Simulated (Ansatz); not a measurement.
CH₄GaN, SMILES `C=[N][GaH2]`, relaxed with RKS PBE0-D4/def2-TZVP in Ansatz from a GFN2-xTB geometry. The force threshold is 0.005 eV/Å; the program also tests the step.

Charge 0, multiplicity 1.

Start:

```xyz
7

C    -0.326    0.015   -1.471
N    -0.057    0.051   -0.250
Ga    0.336   -0.018    1.485
H     0.125   -0.716   -2.153
H    -1.011    0.731   -1.939
H     1.536    0.810    1.976
H    -0.602   -0.873    2.351
```

```tsv
step	energy (eV)	largest force (eV/Å)	largest move (Å)
1	-54960.1586	0.746	0.000
2 (rejected)	-54959.8454	2.103	0.171
3	-54960.1626	0.931	0.059
4 (rejected)	-54960.1056	0.923	0.077
5	-54960.1741	0.065	0.032
6	-54960.1742	0.063	0.008
7	-54960.1747	0.019	0.027
8 (rejected)	-54960.1747	0.176	0.104
9	-54960.1753	0.010	0.052
10	-54960.1757	0.060	0.055
11 (rejected)	-54960.1735	0.181	0.026
12	-54960.1759	0.010	0.013
13	-54960.1759	0.002	0.010
14	-54960.1759	0.002	0.009
```

End:

```xyz
7

C    -0.332    0.043   -1.453
N    -0.192    0.182   -0.227
Ga    0.340   -0.046    1.481
H     0.175   -0.741   -2.037
H    -0.984    0.710   -2.039
H     1.578    0.790    1.916
H    -0.585   -0.938    2.359
```

Hardware: 4 threads of a server CPU on a shared host. Wall time 21 s, peak host memory 0.26 GiB.
